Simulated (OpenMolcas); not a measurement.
## Pd4+: moving or changing the point charges

Pd4+ among 8 point charges of -1.2 e arranged as a cube (Oh), 1.9 Å from the ion.
```
   1.0970    1.0970    1.0970  -1.20
   1.0970    1.0970   -1.0970  -1.20
   1.0970   -1.0970    1.0970  -1.20
   1.0970   -1.0970   -1.0970  -1.20
  -1.0970    1.0970    1.0970  -1.20
  -1.0970    1.0970   -1.0970  -1.20
  -1.0970   -1.0970    1.0970  -1.20
  -1.0970   -1.0970   -1.0970  -1.20
```

```
Program             : OpenMolcas 26.06
Method              : SS-CASPT2, IPEA 0.25 Eh, imaginary shift 0.1 Eh (closed shells correlated: 4s 4p)
Basis               : ANO-RCC-VDZP [6s5p3d1f]
Scalar Hamiltonian  : DKH2, point nucleus
Active space        : 6 electrons in 5 orbitals (4d)
State averaging     : 2S+1 = 5 even, 5 roots; 2S+1 = 3 even, 45 roots; 2S+1 = 1 even, 50 roots
Spin-orbit coupling : RASSI with atomic mean-field integrals over the reference wave functions
```

Runs around this geometry, states (labels of O, the rotations of Oh). Energies in cm-1 above the lowest state or level, χT in cm3 K/mol.

| R (Å) | q (e) | Ground state | First state of that spin | First gap with spin-orbit (degeneracies) | χT at 300 K | First state of another spin |
| --- | --- | --- | --- | --- | --- | --- |
| 1.9 | -0.96 | 5E | 5T2 3760 | 150 (1, 3) | 4.434 | 3T1 19280 |
| 1.75 | -1.2 | 5E | 5T2 6990 | 150 (1, 3) | 3.833 | 3T1 17100 |
| 1.9 | -1.2 | 5E | 5T2 4740 | 160 (1, 3) | 4.200 | 3T1 18700 |
| 2.12 | -1.2 | 5E | 5T2 2810 | 140 (1, 3) | 4.720 | 3T1 19800 |

Taking the first state of the same spin as R^-n, n = -ln(2810 / 6990) / ln(2.12 / 1.75) = 4.8 between the shortest and longest distance.

Scaling the charges by -0.96 / -1.2 = 0.80 scales the first state of the same spin by 3760 / 4740 = 0.79; with fixed orbitals a first-order splitting would follow the charge.

Roots that are degenerate in the reference are averaged as groups; the widest CASPT2 spread within a group is 280 cm-1 (the 3-fold group of multiplicity 1 near 37800 cm-1 above the lowest state of its run, R = 1.9, q = -0.96). Shifts and gaps below about the spread of the groups concerned are not significant. An orbital doublet at a regular site is open to a Jahn-Teller distortion, which this geometry leaves out. Point charges give a weaker field than real ligands, and real ions of this kind are as a rule low spin; the high spin found here belongs to the model. Free-ion shares, where given, are those of the reference states; single-state CASPT2 does not remix them. The ground term spreads over less than 5000 cm-1, several times less than with real ligands, so orbital moments are less quenched and χT lies further from the spin-only value than at real sites (holds for R = 1.9, q = -0.96; R = 1.9, q = -1.2; R = 2.12, q = -1.2). This is an electrostatic model: the charges have no orbitals. No measured value stands beside these numbers.
